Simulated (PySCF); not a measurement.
## Electronic structure of Li (lithium, neutral) at the r2SCAN0 level

Configuration: [He] 3d1, 2D determinant (an excited configuration). All numbers are calculated (PySCF 2.14, the non-relativistic Hamiltonian (point nucleus), in aug-cc-pVTZ (5s4p3d2f, 46 functions)).

* Total energy: -7.3229 hartree
* One-electron energy: -9.2420 hartree
* Hartree (Coulomb) energy: 3.6981 hartree
* Exchange-correlation energy: -1.7791 hartree
* Kinetic energy: 7.36115 hartree
* ⟨S²⟩: 0.7500
* ⟨L²⟩: 6.000
* Sum of ⟨r⟩: 7.821 bohr
* Sum of ⟨r²⟩: 48.37 bohr²
* Traceless quadrupole moment −½Σ⟨3z² − r²⟩ along its main axis: 13.6 e·bohr²
* Density at the nucleus (Gaussians lack the cusp): 13.4 bohr⁻³
* Spin density at the nucleus: 0.00200 bohr⁻³
* Langevin diamagnetic susceptibility: -38.3 ×10⁻⁶ cm³/mol

| shell | electrons | mean orbital energy (eV) | rms radius, mean of both spins (bohr) |
| --- | --- | --- | --- |
| 1s β | 1 | -61.125 | 0.670 |
| 1s α | 1 | -61.124 | 0.670 |
| 3d α | 1 | -0.284 | 6.89 |

The outer electron is Rydberg-like, and this basis confines it to a smaller radius and binds it less than a complete one would.
